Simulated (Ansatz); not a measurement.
System: BH, charge 0, singlet. BH (λ1-borane, SMILES [BH]).
B3LYP-D3(BJ)/def2-TZVP minimum from Ansatz (a quantum-chemistry and plane-wave program):
```
B
H 1 1.2331
```
Charge 0, spin multiplicity 1.

Total energies in hartree (Ansatz). Radicals and triplets start from unrestricted determinants; spin-orbit coupling is neglected. Correlated methods leave the cores frozen. No relativity. Full CI freezes restricted core orbitals, also for open shells. For partners of very few electrons the exact lower level stands in for a higher one. The restricted determinant of HB ([BH], singlet) is unstable towards broken spin symmetry in at least one set run.

| species | HF/cc-pVTZ | CCSD(T)/cc-pVTZ | HF/cc-pVQZ | CCSD(T)/cc-pVQZ | CCSD(T)/cc-pV5Z | FCI/cc-pV5Z |
|---|---|---|---|---|---|---|
| 1: BH (λ1-borane, SMILES [BH]) | -25.12993 | -25.23061 | -25.13129 | -25.23506 | -25.23621 | -25.23670 |
| 2: B (doublet) | -24.53207 | -24.59810 | -24.53297 | -24.60084 | -24.60155 | -24.60191 |
| 3: H (doublet) | -0.49981 | -0.49981 | -0.49995 | -0.49995 | -0.49999 | -0.49999 |

**Question.** Work out the atomisation energy (electronic, to ground-state atoms) in kJ/mol: take Hartree-Fock from cc-pVQZ, extrapolate the CCSD(T) correlation energy as X^-3 (X = 3, 4), and add FCI - CCSD(T) in cc-pV5Z. 1 hartree = 2625.5 kJ/mol.

**Answer.** 
Species 1: correlation (64·(-0.10377) - 27·(-0.10068))/37 = -0.10602; step -0.00049; E1 = -25.13129 + (-0.10602) + (-0.00049) = -25.23780
Species 2: correlation (64·(-0.06787) - 27·(-0.06603))/37 = -0.06921; step -0.00036; E2 = -24.53297 + (-0.06921) + (-0.00036) = -24.60254
Species 3: correlation (64·(0.00000) - 27·(0.00000))/37 = 0.00000; step +0.00000; E3 = -0.49995 + (0.00000) + (+0.00000) = -0.49995
-1·E1 +1·E2 +1·E3 = 0.13531 hartree = 355.3 kJ/mol.
